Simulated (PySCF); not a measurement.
Dipole response of Sc²⁺ (scandium, charge +2)

[Ar] 4s1, 2S determinant (an excited configuration). Calculation: PySCF 2.14, in aug-cc-pwCVTZ; the non-relativistic Hamiltonian (point nucleus). Coupled (time-dependent) response in atomic units; α is the mean over directions.

| method | mean α (bohr³) | C₆ (like pair) | S(−4) |
| --- | --- | --- | --- |
| PBE0 | 38.38 | 195.6 | 1462 |

S(−4) is the Cauchy moment in α(ω) = α(0) + S(−4) ω² + …

α(iu) at PBE0:

| u (hartree) | α(iu) (bohr³) |
| --- | --- |
| 0 | 38.38 |
| 0.0500 | 35.06 |
| 0.100 | 27.98 |
| 0.200 | 16.07 |
| 0.300 | 10.02 |
| 0.500 | 5.352 |
| 0.750 | 3.388 |
| 1.00 | 2.494 |
| 1.50 | 1.588 |
| 2.00 | 1.107 |
| 3.00 | 0.6228 |
| 5.00 | 0.2795 |

For an ion, C₆ is the dispersion term alone; charge-induced terms of lower order in 1/R come first.
